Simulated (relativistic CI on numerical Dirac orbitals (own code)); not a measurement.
Calculated at this level of theory: Dirac-Coulomb-Breit CI, orbitals from a KLI potential per configuration, QED by a radiative potential, unscaled Slater integrals (own radial code, finite nucleus).

The strongest absorption lines from the ground level of an ion, among the configurations computed and to levels below about 2360 eV (vacuum wavelength in nm, gf): 0.52796 (0.051), 0.52986 (0.03), 0.60867 (0.11), 0.61311 (0.066), 0.85182 (0.36), 0.86935 (0.24), 7.4139 (0.42), 13.054 (0.11).

Q: Which ion is it?
A. Cd³⁷⁺
B. Te⁴¹⁺
C. Ru³³⁺
D. Te³⁹⁺

A: B. Te⁴¹⁺ has 11 electrons and the ground level 3s 2S_1/2; the strongest line goes to 3p 2P°_3/2. The pattern of lines fixes the number of electrons, and along that sequence the line energies rise steadily with the charge (about as its square where n changes within one kind of shell, about linearly where n is kept but much faster in heavy ions where fine structure, which grows about as Z⁴, sets the gap, and irregularly where shells cross), which fixes Z. Configurations outside the model, such as inner-shell arrays, can give stronger lines. At this charge energies of transitions that change n are usually good to better than 1 %, and those within a shell (Δn = 0) to a few per cent.
